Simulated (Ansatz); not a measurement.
```yaml
crystal:
  periodic: [true, true, true]
  atoms:
    - {symbol: B, position_ang: [-0.858939, 1.003994, -0.545533]}
    - {symbol: C, position_ang: [0.223684, -0.053144, -0.204541]}
    - {symbol: C, position_ang: [0.197505, -0.972905, 0.967731]}
    - {symbol: N, position_ang: [1.287917, 0.031787, -0.912746]}
    - {symbol: H, position_ang: [-1.283734, 1.077844, -1.660514]}
    - {symbol: H, position_ang: [-1.172445, 1.821915, 0.270283]}
    - {symbol: H, position_ang: [-0.619441, -1.694075, 0.865050]}
    - {symbol: H, position_ang: [1.143144, -1.510249, 1.051556]}
    - {symbol: H, position_ang: [0.007283, -0.412030, 1.887612]}
    - {symbol: H, position_ang: [1.158125, 0.655764, -1.715898]}
basis:
  gaussian: {orbitals: def2-mTZVP}
hamiltonian: {xc: {name: PBE}, dispersion: d3bjatm}
output: {forces: true}
```

```sh
$ ansatz run in.yaml --threads 2 --pin off --events-out ev --progress --plain --max-ram 4352MiB
```

It prints (some lines left out):

```
Error: YAML parse error: error: line 2 column 3: crystal: missing field `lattice` (a structure is typed as `lattice` and `atoms`, a molecule's as `atoms` in Å alone, or read from a run's directory, `checkpoint`)
 --> <input>:2:3
1 | crystal:
2 |   periodic: [true, true, true]
3 |   atoms:
4 |     - {symbol: B, position_ang: [-0.858939, 1.003994, -0.545533]}
```

Q: What is wrong with this run?

A: The molecule is marked periodic without a cell. The input was rejected before any iteration.
